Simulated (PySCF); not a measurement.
## Correlation energy of P²⁺ (phosphorus, charge +2)

[Ne] 3s2 4s1, 2S determinant (an excited configuration). Computed with PySCF 2.14 in dyall-acv3z (19s12p6d4f, 113 functions), with the non-relativistic Hamiltonian (point nucleus). Frozen: [Ne]; 3 electrons correlated; the 23 highest virtual orbitals of each spin left out.

MP2 pair energies summed by pair of shells (mhartree):

| pair | energy | share (%) |
| --- | --- | --- |
| 3s-3s | -35.93 | 73.7 |
| 3s-4s | -12.80 | 26.3 |

Total MP2 correlation energy: -48.73 mhartree.

Same-spin part -4.48 and opposite-spin part -44.25 mhartree; SCS-MP2 scales them by 1/3 and 6/5 to -54.59 mhartree.
